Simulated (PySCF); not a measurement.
```xyz
10

C      1.4810     0.1666     0.2360
S      0.3732    -0.9595    -0.6406
O      0.1351    -2.1545     0.2344
Si    -1.4863     0.1609    -0.2584
Cl    -1.4643     2.0163    -1.1348
H      2.4655    -0.3027     0.2376
H      1.5226     1.1151    -0.3038
H      1.1365     0.3100     1.2610
H     -2.5724    -0.6519    -0.8424
H     -1.5909     0.2997     1.2109
```

Charge 0, multiplicity 1.

**Question.** Give the Mulliken and meta-Löwdin atomic charges from PBE0-D4/def2-TZVP (PySCF).

**Answer.** 
```json
[
 {"atom": "C1", "Mulliken (e)": "-0.38", "meta-Löwdin (e)": "-0.49"},
 {"atom": "S2", "Mulliken (e)": "0.34", "meta-Löwdin (e)": "0.77"},
 {"atom": "O3", "Mulliken (e)": "-0.53", "meta-Löwdin (e)": "-0.85"},
 {"atom": "Si4", "Mulliken (e)": "0.30", "meta-Löwdin (e)": "0.57"},
 {"atom": "Cl5", "Mulliken (e)": "-0.23", "meta-Löwdin (e)": "-0.29"},
 {"atom": "H6", "Mulliken (e)": "0.16", "meta-Löwdin (e)": "0.15"},
 {"atom": "H7", "Mulliken (e)": "0.15", "meta-Löwdin (e)": "0.14"},
 {"atom": "H8", "Mulliken (e)": "0.15", "meta-Löwdin (e)": "0.14"},
 {"atom": "H9", "Mulliken (e)": "0.02", "meta-Löwdin (e)": "-0.07"},
 {"atom": "H10", "Mulliken (e)": "0.01", "meta-Löwdin (e)": "-0.07"}
]
```
